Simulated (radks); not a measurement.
Results of a calculation; reference values are marked as such.
Question: Valence configurations of As3+ (all share [Ar]). Code: a radial shooting solver on a logarithmic mesh with Libxc functionals. Model: scalar-relativistic Kohn-Sham, BLYP, spin-unpolarised, spherical densities, finite nucleus; Fermi nuclear charge, rms radius 4.0968 fm. Order these by energy: 3d10 4s1.5 4p0.5; 3d10 4p2; 3d8 4s1.5 4p2.5; 3d10 4s2; 3d8 4s2 4p2; 3d9.5 4s2 4p0.5; 3d10 4s0.5 4p1.5; 3d9.5 4s1.5 4p1; 3d10 4s1 4p1; 3d9 4s2 4p1.

Answer: From the lowest, in eV above it: 3d10 4s2 0.000; 3d10 4s1.5 4p0.5 5.788; 3d10 4s1 4p1 11.610; 3d10 4s0.5 4p1.5 17.466; 3d9.5 4s2 4p0.5 22.023; 3d10 4p2 23.353; 3d9.5 4s1.5 4p1 28.010; 3d9 4s2 4p1 46.353; 3d8 4s2 4p2 102.24; 3d8 4s1.5 4p2.5 108.80. NIST lists [Ar] 3d10 4s2 as the ground configuration; this level of theory agrees among the configurations tried. The energies are those of spherical spin-averaged densities, not of single terms.
